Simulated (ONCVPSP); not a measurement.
# W (Z = 74): one change to an ONCV potential, before and after

```
Element                 : tungsten
Generator               : ONCVPSP 4.0.1
Type                    : optimised norm-conserving Vanderbilt (ONCV)
Functional              : PBEsol
Relativity              : scalar-relativistic
Frozen core             : [Kr] 4d10 4f14 5s2
Valence charge          : 12
Reference configuration : 5p6 5d4 6s2
Partial waves           : 6s: rc 2.60 bohr, ncon 3, nbas 6, qcut 2.4 1/bohr, 2 projectors, debl 3.1 Ha; 5p: rc 1.15 bohr, ncon 3, nbas 7, qcut 6 1/bohr, 3 projectors, debl 2.9 Ha; 5d: rc 1.85 bohr, ncon 4, nbas 8, qcut 5.1 1/bohr, 2 projectors, debl 3.8 Ha
Local potential         : polynomial inside 1.05 bohr (lpopt 4, dvloc0 0 Ha)
Core correction         : Teter function fitted to the true core (icmod 2), fcfact 0.5
```

Change: s: debl 0.7.

Cutoffs: the cutoffs (Ha) at which the residual kinetic energy of the hardest occupied pseudo-wave falls to 1 and 0.1 mHa per electron; they do not see the model core or the augmentation charge, which bear on the density cutoff. Errors are all-electron minus pseudo energies relative to the spin-unpolarised reference configuration.

Task: What does the change do?

Result: The potential gets neither clearly harder nor softer (111 Ha and 175 Ha → 111 Ha and 175 Ha); both files keep a bound ghost (s); of the 4 tests that both files solve, the error grows in 1 and shrinks in 0 by more than 15 % and 0.3 meV (median size 19.7 → 19.8 meV); the range in which the s phases agree narrows (upper end 3.2 → 1.9).

| quantity | base | changed |
| --- | --- | --- |
| cutoff, loose | 111 Ha | 111 Ha |
| cutoff, tight | 175 Ha | 175 Ha |
| bound ghosts | s | s |
| GHOST(+) flags under 300 eV | s at 105.1 eV | none |
| error for 5p6 5d4 6s1, meV [ΔE 8.93 eV] | -8.6 | -8.9 |
| error for 5p6 5d4 6s0, meV [ΔE 24.62 eV] | -35 | -35 |
| error for 5p6 5d3 6s0, meV [ΔE 50.03 eV] | +3.0 | +3.5 |
| error for 5p6 5d4 6s0 6p1, meV [ΔE 14.44 eV] | -31 | -31 |
| s: phases at 2.63 bohr within 0.05 rad from the reference energy up to (Ha; the scan ends near 5) | 3.2 | 1.9 |
| p: phases at 1.17 bohr within 0.05 rad from the reference energy up to (Ha; the scan ends near 5) | to the end of the scan | to the end of the scan |
| d: phases at 1.87 bohr within 0.05 rad from the reference energy up to (Ha; the scan ends near 5) | to the end of the scan | to the end of the scan |
| rms error of d²Exc/dni dnj with the model core, mHa | 0.63 | 0.63 |

 A true bound ghost makes a file unfit for plane-wave use even where its test errors are small: the radial tests pick states by their node count and pass the ghost by.
